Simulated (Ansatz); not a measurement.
`C[O][Mg][O]C` + `C[NH][GeH]([OH])[Cl]` → `C[NH][GeH]([Cl])[O]C` + `C[O][Mg][OH]`  (substitution at a C–O bond)

Computed with Ansatz on PBE0-D4/def2-TZVP structures; ΔE is electronic, products minus reactants. CCSD(T)/CBS is the MP2 limit (def2-TZVPP, def2-QZVPP) plus CCSD(T) − MP2 in def2-TZVPP, frozen cores. For Ge, Mg outer-core shells are correlated without core-valence functions, which leaves a few kJ/mol of doubt a bond. Scalar relativity is left out up to krypton. Each species was taken in one conformer, which may not be the lowest.

```json
{"species": "`C[O][Mg][O]C`", "CCSD/def2-TZVPP energy (Eh)": "-429.77780"}
{"species": "`C[NH][GeH]([OH])[Cl]`", "CCSD/def2-TZVPP energy (Eh)": "-2706.82033"}
{"species": "`C[NH][GeH]([Cl])[O]C`", "CCSD/def2-TZVPP energy (Eh)": "-2746.03207"}
{"species": "`C[O][Mg][OH]`", "CCSD/def2-TZVPP energy (Eh)": "-390.56642"}
```

Problem. Work out ΔE.

Solution. ΔE = (-2746.03207) + (-390.56642) − (-429.77780) − (-2706.82033) = -0.00036 Eh = -0.2 kcal/mol. CCSD(T)/CBS gives -0.5 kcal/mol.

Largest T1 diagnostic among the species: 0.011.

The D4 term adds −1.2 kcal/mol with B3LYP and −0.7 kcal/mol with PBE0; it sums over pairs of atoms, weighted by their polarisabilities, and B3LYP, whose exchange is more repulsive, gets the larger term. In def2-TZVPP, CCSD(T) changes the Hartree–Fock value by −1.6 kcal/mol (the triples alone add −0.3 kcal/mol) and MP2 by −2.0 kcal/mol.

B3LYP here is the variant with VWN-RPA as its local correlation; programs differ in this.
